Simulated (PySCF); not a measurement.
Simulated absorption spectrum

Compound: C₆H₅BF₂S.
Numbering: `[F:1][B:2]([F:3])[c:4]1[cH:5][cH:6][c:7]([SH:8])[cH:9][cH:10]1` (hydrogens: H11 on C5; H12 on C6; H13 on S8; H14 on C9; H15 on C10)

Geometry (PBE0-D3(BJ)/def2-SVP, Å), atoms numbered from 1 in this order:
```xyz
15
C6H5BF2S angstrom
F      3.191    0.435   -0.967
B      2.551   -0.146    0.035
F      3.296   -0.732    0.959
C      1.010   -0.136    0.116
C      0.336   -0.780    1.166
C     -1.050   -0.780    1.241
C     -1.805   -0.125    0.256
S     -3.556   -0.165    0.412
C     -1.147    0.525   -0.798
C      0.239    0.514   -0.861
H      0.913   -1.293    1.939
H     -1.555   -1.290    2.065
H     -3.830    0.562   -0.691
H     -1.724    1.038   -1.571
H      0.740    1.024   -1.688
```

Level of theory: PySCF 2.14.0, density-fitted response routines, TDDFT wB97X-D/def2-SVPD, vertical, gas phase, core orbitals frozen in the response.

Broadening: Gaussians 0.5 eV wide at half height, area fixed by f = 4.319×10⁻⁹ ∫ε dν̃. The width is an assumption, not a result. The curve ends short of the highest state used, and states not computed would add to its high-energy end.

E (eV), ε (L mol⁻¹ cm⁻¹) and a bar:
```
     4.20         21 
     4.24         42 
     4.27         68 
     4.30        108 
     4.34        197 
     4.37        300 
     4.41        512 #
     4.44        747 #
     4.47       1067 #
     4.51       1665 ##
     4.54       2272 ###
     4.58       3332 #####
     4.61       4340 ######
     4.65       5985 ########
     4.68       7441 ##########
     4.71       9069 ############
     4.75      11447 ################
     4.78      13318 ##################
     4.82      15801 ######################
     4.85      17550 ########################
     4.89      19572 ###########################
     4.92      20752 ############################
     4.95      21570 #############################
     4.99      22019 ##############################
     5.02      21849 ##############################
     5.06      20966 #############################
     5.09      19862 ###########################
     5.13      17919 ########################
     5.16      16209 ######################
     5.19      14376 ####################
     5.23      11884 ################
     5.26      10073 ##############
     5.30       7848 ###########
     5.33       6375 #########
     5.37       4718 ######
     5.40       3716 #####
     5.43       2919 ####
     5.47       2157 ###
     5.50       1796 ##
     5.54       1568 ##
     5.57       1572 ##
     5.61       1791 ##
     5.64       2104 ###
     5.67       2535 ###
     5.71       3276 ####
     5.74       3939 #####
     5.78       4929 #######
     5.81       5719 ########
     5.84       6516 #########
     5.88       7532 ##########
     5.91       8214 ###########
     5.95       8957 ############
     5.98       9358 #############
     6.02       9655 #############
     6.05       9700 #############
     6.08       9606 #############
```

(1) Where are the band maxima, and which computed states make them?

(2) On this curve, what absorbance would a 10⁻⁵ mol/L sample give at 266 nm over a 1 cm path?

(3) Coming from long wavelengths, where does ε first pass 100 L mol⁻¹ cm⁻¹?

(4) Does any computed singlet lie in the visible range?

## Answers

(1) 248 nm (4.99 eV), ε about 22000, made up of S2 (94%); 205 nm (6.04 eV), ε about 9700, made up of S4 (96%) (ε in L mol⁻¹ cm⁻¹; maxima over ε = 5, shares over 10%). The states used: S1 4.95 eV (f 0.023); S2 5.00 eV (f 0.386); S3 5.42 eV (f 0.0012); S4 6.02 eV (f 0.173); S5 6.43 eV (f 0.022); S6 6.68 eV (f 0.323).

(2) 266 nm is 4.661 eV, where ε is about 6500 L mol⁻¹ cm⁻¹, so A = ε c l ≈ 0.065 (Beer–Lambert, with the gas-phase spectrum and the assumed width).

(3) At about 289 nm (4.30 eV), 0.66 eV below S1.

(4) No computed singlet lies in the visible range (380 to 750 nm); the lowest, at 250 nm, stands 1.69 eV above its violet end (3.26 eV).

One conformer stands for the species.
